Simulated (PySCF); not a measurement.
C4H4BrCl, SMILES ClCC=C=CBr.

Geometry: PBE0-D3(BJ)/def2-SVP. The structure was generated by enumeration; whether it is a known compound was not checked. Other conformers were not sampled.

Two levels are set side by side: TDDFT-PBE/def2-SVPD (PySCF) and TDDFT-CAM-B3LYP/def2-SVPD (PySCF). Vertical, same geometry. The lowest singlet is HOMO→LUMO 99 % with PBE and HOMO→LUMO 93 % with the other functional; states are paired by order. Differences are taken from unrounded values.

| quantity | TDDFT-CAM-B3LYP | TDDFT-PBE | TDDFT-PBE minus TDDFT-CAM-B3LYP |
|---|---|---|---|
| lowest singlet excitation (eV) | 4.68 | 4.11 | -0.57 |
| lowest triplet excitation (TDA) (eV) | 4.13 | 3.73 | -0.41 |
| first bright state (f over 0.05) (eV) | 6.68 | 5.87 | -0.81 |
| its oscillator strength | 0.74 | 0.09 | -0.64 |

Functionals without exact exchange tend to place singlet excitations lower, as here. Differences between two approximate levels are no errors against the true value.

Rough cost on one machine, each run with all the roots and properties that it gave: TDDFT-CAM-B3LYP against TDDFT-PBE about 8 times.
